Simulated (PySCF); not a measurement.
# How methods differ on the ionisation energy of Ni²²⁺

Ni²²⁺ [He] 2s2 2p2 (3P) → Ni²³⁺ [He] 2s2 2p1 (2P), as a difference of total energies. All numbers are calculated (PySCF 2.14, no relativity, point nucleus, in an uncontracted even-tempered set (17 s from 5.1 bohr⁻², ratio 2.2; 11 p from 6.6 bohr⁻², ratio 2.2; 6 d from 28 bohr⁻², ratio 2.4; 5 f from 42 bohr⁻², ratio 2.4; 4 g from 63 bohr⁻², ratio 2.4)). Correlated levels: nothing frozen; virtual orbitals above 40 to 60 times the deepest correlated orbital energy dropped. The calculations carry no spin-orbit coupling.

```
                 method  ionisation energy (eV)
                    UHF                  1997.4
                    LDA                  1996.0
                    PBE                  1997.0
                   PBE0                  1997.4
                 r2SCAN                  1999.1
                   TPSS                  1996.9
                    M06                  1998.6
    MP2 (all electrons)                  1997.1
SCS-MP2 (all electrons)                  1996.7
```

A first-order spin-orbit estimate (lowest level to lowest level, LS coupling) adds -0.437 eV.

These non-relativistic numbers lack the scalar-relativistic shift.

For comparison: 2008.1 ± 1.3 eV (semi-empirical (NIST evaluation); NIST Atomic Spectra Database, ionization energies).
